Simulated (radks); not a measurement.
In I, 49 electrons, occupied as [Kr] 4d10 5s2 5p1.

All-electron calculation, scalar-relativistic Kohn-Sham, exchange-only PBE, spin-polarised, spherical densities, point nucleus; open shells are filled with parallel spins first (spin-orbit coupling, left out, can overturn this in heavy ions). Program: a radial shooting solver on a logarithmic mesh with Libxc functionals.

Energy parts (eV):
part                   energy
total             -159977.437
kinetic            166813.852
electron-nucleus  -386937.885
Hartree             64415.326
exchange            -4268.730

Orbitals (lengths in bohr, moments of r in powers of bohr):
\begin{tabular}{lrrr}
orbital & occ. & eigenvalue (eV) & <r> \\ \hline
1s up & 1 & -27754.75 & 0.02971 \\
1s down & 1 & -27754.74 & 0.02971 \\
2s up & 1 & -4154.814 & 0.1285 \\
2s down & 1 & -4154.816 & 0.1285 \\
2p up & 3 & -3729.135 & 0.1122 \\
2p down & 3 & -3729.132 & 0.1122 \\
3s up & 1 & -787.3349 & 0.3487 \\
3s down & 1 & -787.3292 & 0.3487 \\
3p up & 3 & -647.9694 & 0.3472 \\
3p down & 3 & -647.9629 & 0.3472 \\
3d up & 5 & -431.6072 & 0.3244 \\
3d down & 5 & -431.6029 & 0.3244 \\
4s up & 1 & -118.5580 & 0.8479 \\
4s down & 1 & -118.5511 & 0.8479 \\
4p up & 3 & -77.0349 & 0.9221 \\
4p down & 3 & -77.0241 & 0.9218 \\
4d up & 5 & -17.6182 & 1.189 \\
4d down & 5 & -17.5404 & 1.183 \\
5s up & 1 & -7.8003 & 2.650 \\
5s down & 1 & -7.1253 & 2.622 \\
5p up & 1 & -2.3273 & 3.917 \\
5p down & 0 & -1.5526 & 3.966 \\
\end{tabular}

The highest occupied level is 5p up at -2.327 eV. Summed over all electrons, <r^2> = 61.34 bohr^2, which gives a Langevin (diamagnetic) susceptibility term of -48.6 x 10^-6 cm^3/mol. Spin moment in Bohr magnetons: 1.
